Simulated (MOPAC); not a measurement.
Input for MOPAC: AM1 on MoCl, 2S+1 = 6, a spin state set in the input, which need not be the lowest, a point of a bond scan (R = 2.231 Å).

```
AM1 1SCF PRECISE CHARGE=0 UHF MS=2.5 THREADS=1
ClMo

Mo     0.00000000 1     0.00000000 1     0.00000000 1
Cl     0.00000000 1     0.00000000 1     2.23092000 1
```

Output:

```
*******************************************************************************
 **                                                                           **
 **                              MOPAC v23.2.5                                **
 **                                                                           **
 *******************************************************************************
 ** MOPAC's Digital Object Identifier: https://doi.org/10.5281/zenodo.6511958 **
 **                                                                           **
 ** Please cite the open-source release paper for use of this MOPAC version:  **
 ** J. E. Moussa and J. J. P. Stewart (2026)                                  **
 ** MOPAC: An open-source semiempirical molecular orbital program             **
 ** J. Open Source Softw., 11(119), 8025, https://doi.org/10.21105/joss.08025 **
 *******************************************************************************

                              AM1 CALCULATION RESULTS

 *******************************************************************************
 *  AM1        - The AM1 Hamiltonian to be used
 *  UHF        - UNRESTRICTED HARTREE-FOCK CALCULATION
 *
 *
 *
 *                 CHARGE ON SYSTEM = 0
 *
 *
 *
 *  MS=        - IN MECI, MAGNETIC COMPONENT OF SPIN =  2.5
 *  PRECISE    - TIGHTER CRITERIA TO BE USED
 *  1SCF       - DO 1 SCF AND THEN STOP
 *  THREADS=1  - MULTI-THREADING NOT USED
 *  T=         - A TIME OF 172800.0 SECONDS REQUESTED
 *  DUMP=N     - RESTART FILE WRITTEN EVERY 7200.0 SECONDS REQUESTED
 *******************************************************************************
AM1 1SCF PRECISE CHARGE=0 UHF MS=2.5 THREADS=1
 ClMo

   ATOM   CHEMICAL          X               Y               Z
  NUMBER   SYMBOL      (ANGSTROMS)     (ANGSTROMS)     (ANGSTROMS)

     1      Mo          0.00000000  *   0.00000000  *   0.00000000  *
     2      Cl          0.00000000  *   0.00000000  *   2.23092000  *



          CARTESIAN COORDINATES

    NO.       ATOM           X           Y           Z

     1        Mo          0.0000      0.0000      0.0000
     2        Cl          0.0000      0.0000      2.2309

 Cl: (AM1): M.J.S. DEWAR AND E. G. ZOEBISCH, THEOCHEM, 180, 1 (1988).
 Mo: (AM1): A.A. Voityuk, N. Roesch J. Phys. Chem. A 104, 4089 (2000).

           Empirical Formula: Mo Cl  =     2 atoms



      MOLECULAR POINT GROUP   :   C*v


          UHF CALCULATION, NO. OF ALPHA ELECTRONS =    9
                           NO. OF BETA  ELECTRONS =    4

 -------------------------------------------------------------------------------
 AM1 1SCF PRECISE CHARGE=0 UHF MS=2.5 THREADS=1
 ClMo



     1SCF WAS SPECIFIED, SO BFGS WAS NOT USED
     SCF FIELD WAS ACHIEVED


                              AM1 CALCULATION
                                                       MOPAC v23.2.5 Linux




          FINAL HEAT OF FORMATION =         83.52722 KCAL/MOL =     349.47789 KJ/MOL


          COSMO AREA              =        101.39 SQUARE ANGSTROMS
          COSMO VOLUME            =         90.66 CUBIC ANGSTROMS

          IONIZATION POTENTIAL    =          8.992924 EV
          ALPHA SOMO LUMO (EV)    =         -8.993  1.268
          BETA  SOMO LUMO (EV)    =        -11.369  0.406
          NO. OF ALPHA ELECTRONS  =          9
          NO. OF BETA  ELECTRONS  =          4
          MOLECULAR WEIGHT        =        131.3930         POINT GROUP:  C*v

          MOLECULAR DIMENSIONS (Angstroms)

            Atom       Atom       Distance
           Cl     2   Mo     1     2.23092
           Cl     2   Mo     1     0.00000
           Mo     1   Cl     2     0.00000


          SCF CALCULATIONS        =          1





   ATOM   CHEMICAL          X               Y               Z
  NUMBER   SYMBOL      (ANGSTROMS)     (ANGSTROMS)     (ANGSTROMS)

     1      Mo          0.00000000  *   0.00000000  *   0.00000000  *
     2      Cl          0.00000000  *   0.00000000  *   2.23092000  *

                             CARTESIAN COORDINATES

   1   Mo        0.000000000     0.000000000     0.000000000
   2   Cl        0.000000000     0.000000000     2.230920000


           Empirical Formula: Mo Cl  =     2 atoms



      MOLECULAR POINT GROUP   :   C*v


          ALPHA EIGENVALUES
 -35.43504 -13.76766 -12.16369 -12.16369 -10.10634 -10.10634  -9.13408  -9.13408
  -8.99292   1.26782  15.28322  15.28322  16.26513


           BETA EIGENVALUES
 -35.47727 -13.54478 -11.36889 -11.36889   0.40554   3.24881   3.24881   3.63010
   3.63110   3.63110  17.74112  18.14823  18.14823


              NET ATOMIC CHARGES AND DIPOLE CONTRIBUTIONS

  ATOM NO.   TYPE          CHARGE      No. of ELECS.   s-Pop       p-Pop       d-Pop
    1         Mo           0.360558        5.6394     0.75885     0.06707     4.81353
    2         Cl          -0.360558        7.3606     1.97173     5.38883
 DIPOLE           X         Y         Z       TOTAL
 POINT-CHG.     0.000     0.000    -3.864     3.864
 HYBRID         0.000    -0.000    -1.189     1.189
 SUM            0.000    -0.000    -5.053     5.053


          ATOMIC ORBITAL ELECTRON POPULATIONS

     Atom    s        px        py        pz      x^2-y^2     xz        z^2       yz        xy
    1 Mo   0.75885   0.01436   0.01436   0.03835   1.00000   1.02468   0.76417   1.02468   1.00000
    2 Cl   1.97173   1.96096   1.96096   1.46691


                    (SZ)    =    2.500000
                    (S**2)  =    8.758355


          ATOMIC ORBITAL SPIN POPULATIONS

    Atom   Total    s     px     py     pz   x^2-y^2  xz     z^2    yz     xy
         Atomic
    1 Mo  5.0301  0.470  0.002  0.002 -0.000  1.000  0.974  0.607  0.974  1.000
    2 Cl -0.0301  0.000  0.023  0.023 -0.077

 **********************
 *                    *
 * JOB ENDED NORMALLY *
 *                    *
 **********************




 == MOPAC DONE ==
```

The run finished.

Cost: around 0.03 core-seconds (rough).
